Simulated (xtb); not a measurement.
Br₃Sn (SMILES [Br][Sn]([Br])[Br]), doublet, at a GFN2-xTB geometry (such geometries of metal compounds can be far from the true shape) (the spin is typed, not shown lowest); GFN1-xTB in xtb.

Input for xtb:
```
$ xtb mol.xyz --gfn 1 --uhf 1 --grad --json

# file mol.xyz
4

Sn    -0.30559618     0.27078947     0.55707516
Br    -1.69678763    -1.64465708    -0.53914098
Br     0.10094843     2.02068988    -1.33464601
Br     2.03240517    -0.76287491     1.07796533
```

Q: What does xtb print? Leave out banner, timings and long lists.

A: 
```
   ID    Z sym.   atoms
    1   50 Sn     1
    2   35 Br     2-4

           -------------------------------------------------
          |                Calculation Setup                |
           -------------------------------------------------

           -------------------------------------------------
          |                 G F N 1 - x T B                 |
           -------------------------------------------------

          ...................................................
          :                      SETUP                      :
          :.................................................:
          :  # basis functions                  40          :
          :  # atomic orbitals                  36          :
          :  # shells                           12          :
          :  # electrons                        25          :
          :  # halogen bonds                     0          :
          :  max. iterations                   250          :
          :  Hamiltonian                  GFN1-xTB          :
          :  restarted?                      false          :
          :  GBSA solvation                  false          :
          :  PC potential                    false          :
          :  electronic temp.          300.0000000     K    :
          :  accuracy                    1.0000000          :
          :  -> integral cutoff          0.2500000E+02      :
          :  -> integral neglect         0.1000000E-07      :
          :  -> SCF convergence          0.1000000E-05 Eh   :
          :  -> wf. convergence          0.2000000E-04 e    :
          :  Broyden damping             0.4000000          :
          :  net charge                          0          :
          :  unpaired electrons                  1          :
          ...................................................

 iter      E             dE          RMSdq      gap      omega  full diag
   1    -14.0213474 -0.140213E+02  0.505E+00    4.14       0.0  T
   2    -14.1636781 -0.142331E+00  0.603E+00    5.61       1.0  T
   3    -14.2361488 -0.724706E-01  0.324E+00    5.10       1.0  T
   4    -14.2412137 -0.506496E-02  0.133E+00    4.66       1.0  T
   5    -14.2491262 -0.791250E-02  0.137E-01    4.85       1.0  T
   6    -14.2491869 -0.606085E-04  0.298E-02    4.84       1.7  T
   7    -14.2491902 -0.338523E-05  0.566E-03    4.83       8.8  T
   8    -14.2491904 -0.118625E-06  0.138E-04    4.83     362.7  T
   9    -14.2491904 -0.235829E-10  0.119E-04    4.83     420.4  T

   *** convergence criteria satisfied after 9 iterations ***

         :::::::::::::::::::::::::::::::::::::::::::::::::::::
         ::                     SUMMARY                     ::
         :::::::::::::::::::::::::::::::::::::::::::::::::::::
         :: total energy             -14.242854211103 Eh    ::
         :: gradient norm              0.024271844963 Eh/a0 ::
         :: HOMO-LUMO gap              4.832108427319 eV    ::
         ::.................................................::
         :: SCC energy               -14.249190355570 Eh    ::
         :: -> electrostatic           0.007783777340 Eh    ::
         :: repulsion energy           0.008668370496 Eh    ::
         :: dispersion energy         -0.002332226029 Eh    ::
         :: halogen bond corr.         0.000000000000 Eh    ::
         :: add. restraining           0.000000000000 Eh    ::
         :: total charge               0.000000000000 e     ::
         :::::::::::::::::::::::::::::::::::::::::::::::::::::

           -------------------------------------------------
          |                Property Printout                |
           -------------------------------------------------

    * Orbital Energies and Occupations

         #    Occupation            Energy/Eh            Energy/eV
      -------------------------------------------------------------
         1        2.0000           -0.9394840             -25.5647
         2        2.0000           -0.6972061             -18.9719
         3        2.0000           -0.6972060             -18.9719
         4        2.0000           -0.6911569             -18.8073
         5        2.0000           -0.4674150             -12.7190
         6        2.0000           -0.4674149             -12.7190
         7        2.0000           -0.4496882             -12.2366
         8        2.0000           -0.4395087             -11.9596
         9        2.0000           -0.4395087             -11.9596
        10        2.0000           -0.4342010             -11.8152
        11        2.0000           -0.4342010             -11.8152
        12        2.0000           -0.4327038             -11.7745
        13        1.0000           -0.4084251             -11.1138 (HOMO)
        14                         -0.2308484              -6.2817 (LUMO)
        15                         -0.2155358              -5.8650
        16                         -0.2155358              -5.8650
        17                         -0.1136829              -3.0935
        18                         -0.1136829              -3.0935
        19                         -0.0982475              -2.6734
        20                         -0.0901972              -2.4544
        21                         -0.0901972              -2.4544
        22                         -0.0830860              -2.2609
        23                         -0.0830157              -2.2590
        24                         -0.0830156              -2.2590
       ...                                ...                  ...
        36                          0.5803882              15.7932
      -------------------------------------------------------------
                  HL-Gap            0.1775767 Eh            4.8321 eV
             Fermi-level           -0.3700181 Eh          -10.0687 eV

  Mulliken/CM5 charges         n(s)   n(p)   n(d)
     1Sn    0.31355  0.29174   2.027  1.317  0.342
     2Br   -0.10452 -0.09725   1.971  5.144 -0.010
     3Br   -0.10452 -0.09725   1.971  5.144 -0.010
     4Br   -0.10451 -0.09725   1.971  5.144 -0.010

Wiberg/Mayer (AO) data.
largest (>0.10) Wiberg bond orders for each atom

 ---------------------------------------------------------------------------
     #   Z sym  total        # sym  WBO       # sym  WBO       # sym  WBO
 ---------------------------------------------------------------------------
     1  50 Sn   2.620 --     4 Br   0.873     3 Br   0.873     2 Br   0.873
     2  35 Br   1.206 --     1 Sn   0.873     4 Br   0.166     3 Br   0.166
     3  35 Br   1.206 --     1 Sn   0.873     4 Br   0.166     2 Br   0.166
     4  35 Br   1.206 --     1 Sn   0.873     3 Br   0.166     2 Br   0.166
 ---------------------------------------------------------------------------

Topologies differ in total number of bonds
Writing topology from bond orders to xtbtopo.mol

 dipole moment from electron density (au)
     X       Y       Z
  -0.7019   0.6220   1.2795  total (Debye):    4.032

           -------------------------------------------------
          | TOTAL ENERGY              -14.242854211103 Eh   |
          | GRADIENT NORM               0.024271844963 Eh/α |
          | HOMO-LUMO GAP               4.832108427319 eV   |
           -------------------------------------------------

normal termination of xtb
```
